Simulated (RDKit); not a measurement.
Job for RDKit: UFF on CH8SSi (a complex), monomers drawn apart or pushed together.

```python
from rdkit import Chem
from rdkit.Chem import AllChem, rdDetermineBonds

blocks = [
'''5

Si   -0.24613738    0.04687569    0.49853634
H     0.04355055    0.15977475   -0.95264155
H     0.70713302   -0.91810712    1.09116522
H    -1.63420295   -0.42679459    0.67625395
H    -0.06512832    1.37535047    1.12299427
''',
'''6

C     1.05591652    0.53255349    3.79487872
S    -0.62789305   -0.15952479    3.73157072
H     1.63745560    0.22938587    2.92678991
H     0.93872011    1.61457038    3.77832523
H     1.56534513    0.24653357    4.71235065
H    -0.27592320   -1.45537287    3.73565513
''',
]
mol = None
for b in blocks:
    f = Chem.MolFromXYZBlock(b)
    rdDetermineBonds.DetermineBonds(f, charge=0)
    mol = f if mol is None else Chem.CombineMols(mol, f)
Chem.SanitizeMol(mol)
print(Chem.MolToSmiles(Chem.RemoveHs(mol)))
ff = AllChem.UFFGetMoleculeForceField(mol, vdwThresh=100.0, ignoreInterfragInteractions=False)
e = ff.CalcEnergy()
print(f'UFF energy {e:.6f} kcal/mol')
```

Program output:

```
CS.[SiH4]
UFF energy 5.000212 kcal/mol
```

The run finished.

Cost: very roughly 0.010 core-seconds.
